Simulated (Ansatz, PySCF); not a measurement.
Donor–acceptor adduct: BH3 (SMILES B) (first 4 atoms) with H2S (SMILES S); geometry from B3LYP-D3(BJ)/def2-TZVP, rigid monomers moved along the line of their centres of mass till B1···S5 is 3.65 Å.
(charge 0, multiplicity 1):
```xyz
7

B     -0.4494    -0.3252     0.6695
H      0.4057    -0.8871     0.0385
H     -1.2478    -1.0569     1.1911
H     -0.8794     0.6904     0.2021
S      1.4796     0.7146     3.5901
H      0.6511     1.5572     4.2351
H      2.2438     1.7206     3.1250
```

Interaction energies are E(AB) − E(A) − E(B) at the monomers' geometry in the complex; basis-set methods are counterpoise corrected.

Correlated levels freeze the cores. CBS(a, b) extrapolates the correlation energy as X⁻³ and adds the Hartree–Fock energy of set b.

Codes used: Ansatz (a quantum-chemistry and plane-wave program); PySCF for the dispersion terms. 

PBE/def2-TZVPPD gives -13.6 kJ/mol for the interaction energy.

Problem. Where do these levels fall relative to PBE: PBE-D3(BJ)/def2-TZVPPD, r2SCAN/def2-TZVPPD, PBE0/def2-TZVPPD, wB97M-V/def2-TZVPPD, MP2/CBS(aug-cc-pV(D+d)Z, aug-cc-pV(T+d)Z), CCSD(T)/CBS(aug-cc-pV(D+d)Z, aug-cc-pV(T+d)Z).

Solution. PBE-D3(BJ)/def2-TZVPPD -2.2; r2SCAN/def2-TZVPPD 0.2; PBE0/def2-TZVPPD 1.9; wB97M-V/def2-TZVPPD 1.1; MP2/CBS(aug-cc-pV(D+d)Z, aug-cc-pV(T+d)Z) 1.6; CCSD(T)/CBS(aug-cc-pV(D+d)Z, aug-cc-pV(T+d)Z) 1.9 kJ/mol. 5 of 6 lie above PBE; the widest gap is to PBE-D3(BJ)/def2-TZVPPD.
